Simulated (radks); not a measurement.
Values are calculated unless marked as measured or tabulated.
The nuclear charge of neutral nitrogen is varied continuously with 7 electrons held in [He] 2s2 2p3. Code: a radial shooting solver on a logarithmic mesh with Libxc functionals. Model: Dirac Kohn-Sham, PBEsol, spin-unpolarised, spherical densities, point nucleus; open shells fill j = l - 1/2 first. By the Hellmann-Feynman theorem dE/dZ = E(electron-nucleus)/Z, the electronic potential at the nucleus.

Z,E (hartree),E(electron-nucleus)/Z (hartree),HOMO,e(HOMO) (eV),<r> HOMO (bohr)
6.75,-49.77932,-17.4401,2p3/2,-3.887,1.634
7,-54.24242,-18.2643,2p3/2,-7.025,1.484
7.25,-58.91129,-19.0865,2p3/2,-10.656,1.365
7.5,-63.78554,-19.9074,2p3/2,-14.760,1.267
7.75,-68.86492,-20.7275,2p3/2,-19.323,1.183
8,-74.14927,-21.5471,2p3/2,-24.339,1.111

The central difference of E at Z = 7 is -18.264 hartree, to compare with the third column; the second derivative is -3.29 hartree.
